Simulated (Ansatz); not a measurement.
Consider the ligand exchange at a B–C bond: `C=C(F)B[SiH3]` + `O[SiH3]` → `[SiH3]BO[SiH3]` + `C=CF`.

Program: Ansatz. Geometries: PBE0-D4/def2-TZVP. ΔE: electronic, gas phase. CCSD(T)/CBS adds triple-zeta CCSD(T) − MP2 to the extrapolated MP2 energy (def2 sets, frozen cores). DFT in def2-TZVPP. Each species was taken in one conformer, which may not be the lowest.

```tsv
level	ΔE (kJ/mol)
PBE0-D4	-100.8
CAM-B3LYP	-110.9
```

(1) What does CCSD(T)/CBS give? (An estimate is asked.)

Largest T1 diagnostic among the species: 0.014.

Answers

(1) Computed: -103.8 kJ/mol. The listed levels differ from it by 3.0, -7.1 kJ/mol.

In def2-TZVPP, CCSD(T) changes the Hartree–Fock value by +9.3 kJ/mol (the triples alone add +1.9 kJ/mol) and MP2 by +10.3 kJ/mol. At CCSD(T), def2-SVP lies −18.2 kJ/mol from the extrapolated value and def2-TZVPP −2.1 kJ/mol.
